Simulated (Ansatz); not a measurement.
System: F, charge 0, doublet.

Total energies in cc-pV5Z, 7 correlated electrons, 1 frozen orbitals. Open shells are spin-unrestricted; no spin-orbit coupling. Correlated methods leave the cores frozen. No relativity.

```csv
method,program,energy (Eh),minus CCSDT(Q) (mEh)
HF,Ansatz,-99.41605,244.86
MP2,Ansatz,-99.64673,14.17
CCSD,Ansatz,-99.65556,5.34
CCSD(T),Ansatz,-99.66063,0.27
CCSDT(Q),Ansatz,-99.66090,0.00
```

Ansatz is an electronic-structure program.
